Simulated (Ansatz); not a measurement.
C₃H₈AlF (`C[CH2][Al]([CH3])[F]`). The species carries charge 0 and has multiplicity 1.

Z-matrix (Å, degrees):
```
C
C 1 1.529
H 1 1.094 2 111.8
H 1 1.094 2 112.1 3 -120.2
H 1 1.094 2 111.8 3 119.5
Al 2 1.952 1 115.5 3 -59.8
H 2 1.098 1 110.4 3 62.8
H 2 1.098 1 110.4 3 177.6
F 6 1.659 2 116.7 1 179.2
C 6 1.944 2 125.5 1 -0.6
H 10 1.095 6 110.9 2 61.9
H 10 1.095 6 111.1 2 -56.0
H 10 1.092 6 112.4 2 -177.2
```

List the harmonic frequencies (cm⁻¹, unscaled) at PBE0-D4/def2-TZVP in Ansatz. (Best estimate.)

The calculation gave: 10, 35, 99, 156, 203, 237, 276, 532, 549, 659, 666, 715, 838, 925, 963, 1037, 1220, 1225, 1250, 1409, 1435, 1439, 1442, 1490, 1502, 3026, 3035, 3038, 3059, 3098, 3105, 3109, 3138.
